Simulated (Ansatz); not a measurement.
Ansatz (a first-principles code) input (CCSD(T)/aug-cc-pVDZ):

Ansatz 0.2 input:
```yaml
crystal:
  periodic: [false, false, false]
  atoms:
    - {symbol: C, position_ang: [1.49283847, 0.11803120, 0.55134312]}
    - {symbol: C, position_ang: [1.16184014, 0.76198898, -0.60934125]}
    - {symbol: O, position_ang: [-0.14198325, 0.55123844, -0.92403923]}
    - {symbol: C, position_ang: [-0.68484165, -0.25804537, 0.06303390]}
    - {symbol: C, position_ang: [0.33068342, -0.53717572, 0.99505878]}
    - {symbol: C, position_ang: [-2.00189838, -0.62259058, -0.01985084]}
    - {symbol: H, position_ang: [2.46199795, 0.12242251, 1.02121487]}
    - {symbol: H, position_ang: [1.72123633, 1.37892661, -1.29021849]}
    - {symbol: H, position_ang: [0.21271719, -1.14361675, 1.87678564]}
    - {symbol: H, position_ang: [-2.61878457, -0.28921796, -0.83986148]}
    - {symbol: H, position_ang: [-2.43303289, -1.25167297, 0.74293099]}
basis:
  gaussian:
    orbitals: aug-cc-pVDZ
magnetization: {spin_polarized: true, initial_magnetization: 1}
correlation: {method: ccsd_t, electrons: outside_noble_gas}
output: {forces: true}
```

End of the output:

```
perturbative correction -1.02910247 eV, -0.0378188182 hartree
the calculation of the forces begins
Total energy: -7293.08769751 eV, -268.0160294512 hartree
Atom 0 at     1.492838     0.118031     0.551343 Å, force     0.677816    -0.017032     0.359774 eV/Å
Atom 1 at     1.161840     0.761989    -0.609341 Å, force     0.131711     0.260512    -0.338910 eV/Å
Atom 2 at    -0.141983     0.551238    -0.924039 Å, force    -0.583537     0.248572    -0.672200 eV/Å
Atom 3 at    -0.684842    -0.258045     0.063034 Å, force     0.451855     0.210050    -0.103253 eV/Å
Atom 4 at     0.330683    -0.537176     0.995059 Å, force    -0.184482    -0.377679     0.494519 eV/Å
Atom 5 at    -2.001898    -0.622591    -0.019851 Å, force    -0.694205    -0.180251    -0.062123 eV/Å
Atom 6 at     2.461998     0.122423     1.021215 Å, force     0.483251     0.007638     0.225849 eV/Å
Atom 7 at     1.721236     1.378927    -1.290218 Å, force     0.280296     0.301943    -0.330031 eV/Å
Atom 8 at     0.212717    -1.143617     1.876786 Å, force    -0.064807    -0.310615     0.449457 eV/Å
Atom 9 at    -2.618785    -0.289218    -0.839861 Å, force    -0.303005     0.161499    -0.399292 eV/Å
Atom 10 at    -2.433033    -1.251673     0.742931 Å, force    -0.194892    -0.304636     0.376211 eV/Å
Dipole moment:     0.165963    -0.029906     0.127971 e Å
```

It need not be the lowest isomer of its formula.

The determinant is spin-contaminated: <S^2> is 1.07 against 0.75 for a pure state.
